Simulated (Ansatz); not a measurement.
Born–Oppenheimer molecular dynamics of CH6GaNO (10 atoms, charge 0, multiplicity 1). It starts at the highest image of a converged band, a first-order saddle point between two minima.

Method: RKS PBE/def2-SVP in Ansatz.

| Item | Value |
| --- | --- |
| ensemble | NVE (velocity Verlet) |
| time step | 0.5 fs |
| steps asked | 200 |
| starting velocities drawn for | 300 K |
| seed | 3942 |

First frame:

```xyz
10
Properties=species:S:1:pos:R:3
Ga -0.313 -0.514 -0.261
N -0.262 1.470 -0.888
O -1.335 -0.582 -1.673
H -0.956 0.751 -1.611
C 0.625 -1.211 1.307
H -0.757 2.216 -0.380
H 0.573 1.883 -1.326
H 0.462 -2.301 1.406
H 0.253 -0.702 2.217
H 1.710 -1.011 1.209
```

Q: How far do the bonds stretch over the last three quarters of this one trajectory? (Pairs bonded in most of those frames.)

A: 
| bond | mean (Å) | spread (Å) | shortest | longest |
| --- | --- | --- | --- | --- |
| Ga1–O3 | 1.684 | 0.011 | 1.67 | 1.71 |
| Ga1–C5 | 1.966 | 0.017 | 1.94 | 1.99 |
| N2–H4 | 1.033 | 0.015 | 1.01 | 1.08 |
| N2–H6 | 1.030 | 0.015 | 1.01 | 1.06 |
| N2–H7 | 1.030 | 0.014 | 1.00 | 1.06 |
| C5–H8 | 1.109 | 0.022 | 1.07 | 1.15 |
| C5–H9 | 1.112 | 0.018 | 1.08 | 1.14 |
| C5–H10 | 1.108 | 0.017 | 1.08 | 1.13 |

Mean temperature of the second half: 232 K. The conserved energy stayed within 0.1 meV per atom of its start (net change 0.05 meV per atom), so the integration is sound. A run of 0.1 ps of so small a system gives no equilibrium averages. The orbitals stay closed-shell, which can raise the energy where a bond breaks towards radicals; this wasn't checked here.

Run time: 4.6 min on 2 threads of Arm Neoverse V2 (shared host), peak memory 0.14 GiB.
